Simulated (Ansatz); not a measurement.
The same carbene extrusion along the group O, S, Se, Te.

Program: Ansatz. Geometries: PBE0-D4/def2-TZVP. ΔE: electronic, gas phase. CBS: MP2 limit from def2 TZ/QZ plus the TZ coupled-cluster correction, frozen cores. This one scheme is used for every species. DFT in def2-TZVPP. B3LYP here is the variant with VWN-RPA as its local correlation; programs differ in this. Elements past krypton have def2 core potentials. For Se, Te outer-core shells are correlated without core-valence functions, which leaves a few kJ/mol of doubt a bond. Scalar relativity is left out up to krypton. Each species was taken in one conformer, which may not be the lowest.

| reaction | B3LYP-D4 (kJ/mol) | HF/CBS(def2) (kJ/mol) |
| --- | --- | --- |
| `OC(F)[SiH3]` → `[CH]F` + `O[SiH3]` | 244 | 184 |
| `FC([SiH3])S` → `[CH]F` + `[SiH3]S` | 289 | 226 |
| `FC([SiH3])[SeH]` → `[CH]F` + `[SiH3][SeH]` | 286 | 221 |
| `FC([SiH3])[TeH]` → `[CH]F` + `[SiH3][TeH]` | 289 | 222 |

(1) Give the CCSD(T)/CBS values in the same order. (An estimate is asked.)

Largest T1 diagnostic: 0.018, for `[CH]F`.

Results:

(1) Computed: 237, 286, 284, 289 kJ/mol.
